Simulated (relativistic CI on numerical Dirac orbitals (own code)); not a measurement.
# How well does a small relativistic CI reproduce Cd²⁺?

Method of calculation: Dirac-Coulomb-Breit CI, KLI orbitals optimised for each configuration, a model potential for QED, valence Slater integrals scaled by 0.85, P86 correlation energy added to each configuration (own radial code, finite nucleus).

Configurations in the expansion (outside the closed core [Kr]): 4d10, 4d9.5s, 4d9.5p, 4d9.4f, 4d8.5s2, 4d9.5d, 4d9.6s, 4d9.6p, 4d8.4f2, 4d9.7s, 4d9.6d, 4d8.5s.5p, 4d9.7p, 4d9.5f, 4d9.5g, 4d9.7d, 4d9.6f, 4d8.5p2, 4d8.5s.6s. Levels of other configurations are missing.

```tsv
Configuration	Term (tabulated)	J	Measured (cm⁻¹)	Computed	Error	Purity (%)
4d10	1S	0	0.0	0	0	100
4d9.5s	3D	3	80454.3	84042	3588	100
4d9.5s	3D	2	82354.6	85944	3589	77
4d9.5s	3D	1	86219.5	89609	3389	100
4d9.5s	1D	2	88871.8	92399	3527	77
4d8.5s2	3F	4	179022.4	185061	6039	95
4d8.5s2	3F	3	184094.3	189961	5866	96
4d8.5s2	3F	2	185798.5	191835	6037	78
4d8.5s2	3P †	1	196123.7	204157	8033	72
4d8.5s2	3P †	0	196258.2	203402	7144	68
4d8.5s2	1G	4	200932.8	207491	6558	67
4d9.5d	3S	1	202966.1	200583	-2383	73
4d9.6s	3D	3	204421.1	202537	-1884	100
4d9.5d	3D	3	206087.7	203734	-2354	79
4d9.5d	3F	4	206967.8	204493	-2475	79
4d9.6s	3D	1	210220.5	208124	-2097	100
4d9.5d	3G	3	210837.5	208344	-2494	79
4d9.5d	3F	2	211924.8	210108	-1817	69
4d9.5d	3D	1	212049.8	208810	-3240	72
```

Measured levels from Moore, Atomic Energy Levels, vol. III, NSRDS-NBS 35 (1971 reprint of NBS Circular 467, 1958); pairs were made by configuration, J and term (by order where the table uses no LS term), so strongly mixed levels may be paired wrongly. The analysis dates from before 1960.

Mean error by configuration (cm⁻¹): 4d9.5s 3523; 4d8.5s2 6125; 4d9.5d -2460; 4d9.6s -1990. Over the excited levels the mean absolute error is 3583 cm⁻¹ (18 of the 28 excited levels that our extract of the source holds in range could be paired, and the others can miss by more), and the median relative error of those above 1,000 cm⁻¹ is 2.4 %. † marks terms whose computed intervals miss the measured ones by more than a factor of 2.5, or configurations far off the rest, from wrong mixing, a near crossing or a doubtful label or measurement; they are left out of the means.
